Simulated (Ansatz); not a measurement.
Geometry optimisation, Ansatz 0.2.0, RKS r2SCAN-D4/STO-3G.

Input file:

```yaml
crystal:
  periodic: [false, false, false]
  atoms:
    - { symbol: B, position_ang: [0.1187, 1.4891, 1.1691] }
    - { symbol: O, position_ang: [-0.0523, 1.2387, -0.2715] }
    - { symbol: Si, position_ang: [-0.0649, -0.4734, -0.4166] }
    - { symbol: S, position_ang: [-0.6442, -1.0212, -2.3619] }
    - { symbol: Cl, position_ang: [1.9203, -1.2029, -0.1521] }
    - { symbol: H, position_ang: [1.1358, 1.713, 1.6405] }
    - { symbol: H, position_ang: [-0.8741, 1.6668, 1.822] }
    - { symbol: H, position_ang: [-0.8886, -1.071, 0.5876] }
    - { symbol: H, position_ang: [-0.5622, -2.3853, -2.0343] }
basis:
  gaussian: { orbitals: STO-3G }
hamiltonian:
  xc: r2scan
  dispersion: d4
relax:
  f_tol: 0.02
  max_steps: 50
output:
  orbitals: {}
```

Run as:

```bash
$ ansatz run input.yaml --threads 1 --pin off --max-ram 2048MiB --backend cpu --events-out ev --progress --plain --runs-dir out
```

Problem. Where does it end, and by what steps?

Solution. It converged. Limits of this set-up: minimal basis. After 37 steps the energy has fallen by 1.117 eV; H6 moved furthest, 1.68 Å.

```
step  energy less start (eV)  largest force component (eV/Å)  accepted
   0                  0.0000                           3.182       yes
   2                 -0.3366                           1.415       yes
   4                 -0.5447                           0.607       yes
   6                 -0.7287                           0.576       yes
   8                 -0.7905                           1.142       yes
  10                 -1.0182                           1.119       yes
  12                 -1.0723                           0.184       yes
  14                 -1.0812                           0.290        no
  16                 -1.0943                           0.046       yes
  18                 -1.0957                           0.056       yes
  20                 -1.1000                           0.120       yes
  22                 -1.1023                           0.249       yes
  24                 -1.1061                           0.185       yes
  26                 -1.1108                           0.100       yes
  28                 -1.1126                           0.129       yes
  30                 -1.1148                           0.049       yes
  32                 -1.1154                           0.119       yes
  34                 -1.1160                           0.107       yes
  36                 -1.1168                           0.034       yes
  37                 -1.1170                           0.017       yes
```

```xyz
9
Properties=species:S:1:pos:R:3
B -0.047 1.606 0.898
O -0.502 0.344 1.048
Si -0.015 -0.913 -0.018
S -0.311 -0.344 -2.036
Cl 2.011 -1.333 0.449
H 0.694 1.914 0.032
H -0.438 2.403 1.669
H -0.767 -2.095 0.363
H -0.537 -1.628 -2.423
```

Whether the end is a true minimum wasn't checked by a vibrational analysis.

Time of the run: 2.8 min on 1 thread of Arm Neoverse V2, with other jobs on the host, peak memory 0.19 GiB.
